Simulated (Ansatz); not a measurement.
The Sn1–H2 bond of H4Sn (SMILES [SnH4]) is stretched (multiplicity 1, the rest rigid).
Geometry at rest (charge 0, multiplicity 1):
```xyz
5

Sn     0.000     0.000     0.000
H      1.302     0.700    -0.857
H      0.602    -0.859     1.348
H     -1.057     1.231     0.535
H     -0.847    -1.072    -1.026
```

Cores are frozen in the correlated methods. Filled d and f shells under p-block atoms count as core.

The values were computed with Ansatz (Gaussian orbitals).  In def2 rows elements past Kr take small-core potentials, without spin–orbit coupling.

FIC-MRCISD+Q on CASSCF(2,2)/def2-TZVPP, total energies (hartree):

```
R (Å)       CASSCF       MRCISD  weight c² of the reference
-----  -----------  -----------  --------------------------
1.709  -215.659264  -215.795147                     0.92809
2.990  -215.572655  -215.698631                     0.92787
5.467  -215.546918  -215.670286                     0.92841
```

**Question.** Add the Davidson correction (E_MRCISD − E_CASSCF)(1 − c²)/c² and give the energies above the first point at the three levels.

**Answer.** 
Corrections (hartree): -0.010528, -0.009793, -0.009513. Above the first point (kcal/mol):
- R = 2.990 Å: CASSCF 54.3, MRCISD 60.6, with the correction 61.0
- R = 5.467 Å: CASSCF 70.5, MRCISD 78.4, with the correction 79.0

Ansatz is an electronic-structure program.
